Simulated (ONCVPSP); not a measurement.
Before and after: ONCV potential for cerium

- Element: Ce (Z = 58)
- Generator: ONCVPSP 4.0.1
- Type: optimised norm-conserving Vanderbilt (ONCV)
- Functional: revPBE
- Relativity: scalar-relativistic
- Frozen core: [Kr] 4d10
- Valence charge: 12
- Reference configuration: 4f1 5s2 5p6 5d1 6s1 (charge +1)
- Partial waves: 5s+6s: rc 2.25 bohr, ncon 4, nbas 9, qcut 5.1 1/bohr, 2 projectors; 5p: rc 2.70 bohr, ncon 4, nbas 8, qcut 4.1 1/bohr, 3 projectors, debl 3.8 Ha; 5d: rc 3.25 bohr, ncon 3, nbas 8, qcut 3.8 1/bohr, 2 projectors, debl 0.6 Ha; 4f: rc 0.85 bohr, ncon 3, nbas 8, qcut 14.7 1/bohr, 1 projector
- Local potential: polynomial inside 0.80 bohr (lpopt 4, dvloc0 3 Ha)
- Core correction: polynomial model core, fcfact 0.4

Change: p: rc 4. In the p channel the program set the typed energies aside and used -1.069, 0.050, 3.850 Ha.

Cutoffs: the cutoffs (Ha) at which the residual kinetic energy of the hardest occupied pseudo-wave falls to 1 and 0.1 mHa per electron; they do not see the model core or the augmentation charge, which bear on the density cutoff. Errors are all-electron minus pseudo energies relative to the spin-unpolarised reference configuration.

**Question.** How do hardness, ghosts and transferability respond?

**Answer.** The potential gets neither clearly harder nor softer (141 Ha and 485 Ha → 141 Ha and 485 Ha); both files keep a bound ghost (d, s); the lowest positive-energy flag moves from p at 121.0 eV to p at 47.3 eV; of the 4 tests that both files solve, the error grows in 2 and shrinks in 1 by more than 15 % and 0.3 meV (median size 2.1 → 4.2 meV).

| quantity | base | changed |
| --- | --- | --- |
| cutoff, loose | 141 Ha | 141 Ha |
| cutoff, tight | 485 Ha | 485 Ha |
| loose cutoff by channel | s 9.6 Ha, p 5.3 Ha, d 5.2 Ha, f 141 Ha | s 9.6 Ha, p 4.8 Ha, d 5.2 Ha, f 141 Ha |
| bound ghosts | s, d | s, d |
| GHOST(+) flags under 300 eV | p at 121.0 eV | p at 47.3 eV |
| error for 4f1 5s2 5p6 5d1 6s2, meV [ΔE -6.00 eV] | +0.7 | -0.9 |
| error for 4f1 5s2 5p6 5d1 6s0, meV [ΔE 10.95 eV] | -3.5 | -11 |
| error for 4f1 5s2 5p6 5d0 6s0, meV [ΔE 30.07 eV] | +21 | -4.6 |
| error for 4f1 5s2 5p6 5d2 6s0, meV [ΔE 0.12 eV] | -0.5 | -3.7 |
| s: phases at 2.28 bohr within 0.05 rad from the reference energy up to (Ha; the scan ends near 5) | 4.6 | 4.6 |
| d: phases at 3.30 bohr within 0.05 rad from the reference energy up to (Ha; the scan ends near 5) | 3.0 | 3.0 |
| f: phases at 0.86 bohr within 0.05 rad from the reference energy up to (Ha; the scan ends near 5) | to the end of the scan | to the end of the scan |
| rms error of d²Exc/dni dnj with the model core, mHa | 1.72 | 1.78 |

 A true bound ghost makes a file unfit for plane-wave use even where its test errors are small: the radial tests pick states by their node count and pass the ghost by.
